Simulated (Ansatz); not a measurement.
Ideal-gas functions of CH₂ClNOSi, SMILES `O=C=N[SiH2]Cl` at 800 K and 1 bar, from an Ansatz frequency run at PBE0-D4/def2-TZVP.

Molar mass 107.57 g/mol, point group Cs (symmetry number 1), electronic degeneracy 1, moments of inertia 69.069, 327.425, 390.442 u Å². Harmonic wavenumbers (cm⁻¹, unscaled): 36, 44, 250, 544, 622, 623, 634, 674, 736, 890, 960, 1523, 2277, 2283, 2419.

Use S(trans) = R[1.5 ln M + 2.5 ln T − 1.1517]; rotational temperatures θ = 24.2544 K / I; S(rot) = R[ln(√π/σ · √(T³/θAθBθC)) + 1.5]; for each mode x = 1.438777 ν̃/T, S = R[x/(eˣ − 1) − ln(1 − e⁻ˣ)] and H = RT x/(eˣ − 1); 1 cm⁻¹ = 0.0119627 kJ/mol; R = 8.31446 J/(mol·K).

By hand: the entropy, in J/(mol·K).

Translation 187.7. Rotation: θ = 0.3512, 0.0741, 0.0621 K, giving 127.3. Vibration, mode by mode: 31.08, 29.41, 15.03, 8.82, 7.80, 7.79, 7.66, 7.21, 6.56, 5.24, 4.74, 2.13, 0.72, 0.71, 0.58, in all 135.5. Electronic 0.0. Sum 450.5 J/(mol·K).

By hand: H − E and G − E in kJ/mol, counted from the electronic energy.

Zero-point energy ½ × 14515 × 0.0119627 = 86.8; thermal vibration 47.1; translation, rotation and pV give 4 RT = 26.6. H − E = 160.5 kJ/mol, and G − E = 160.5 − 800 × 450.5/1000 = -199.9 kJ/mol.

Vibration gives 30 % of the entropy, 60.5 J/(mol·K) of it from the modes under 150 cm⁻¹: soft modes count most, and the harmonic formula is weakest for them. The sum counts one conformer and one mirror image; others add a mixing term.
